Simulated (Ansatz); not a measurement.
Compare A (`C[Si](C)(O)O`) with its isomer B (`OCCO[SiH3]`).

Isolated molecules relaxed with PBE0-D4/def2-TZVP in Ansatz; ΔE leaves out vibrations. CBS: MP2 limit from def2 TZ/QZ plus the TZ coupled-cluster correction, frozen cores. DFT in def2-TZVPP. B3LYP here is the variant with VWN-RPA as its local correlation; programs differ in this. Each species was taken in one conformer, which may not be the lowest.

Problem. Which is lower in electronic energy at CCSD(T)/CBS, and by how much? (Estimate.)

Solution. Ansatz gave: A, by 334.6 kJ/mol.

Problem. Give E(B) − E(A) in kJ/mol with ωB97M-V, MP2/def2-TZVPP, PBE0-D4, B3LYP, PBE-D4, CCSD/def2-TZVPP, B2PLYP. (Best estimate.)

Solution. Computed: ωB97M-V 332.4, MP2/def2-TZVPP 342.2, PBE0-D4 326.2, B3LYP 318.6, PBE-D4 320.0, CCSD/def2-TZVPP 326.0, B2PLYP 327.2. None reverses the order clearly.

Largest T1 diagnostic: 0.011.

In def2-TZVPP, CCSD(T) changes the Hartree–Fock value by +16.1 kJ/mol (the triples alone add +0.4 kJ/mol) and MP2 by +31.8 kJ/mol. From PBE to PBE0 (25 % exact exchange), in def2-TZVPP and without D4, E(B) − E(A) moves by +6.5 kJ/mol.
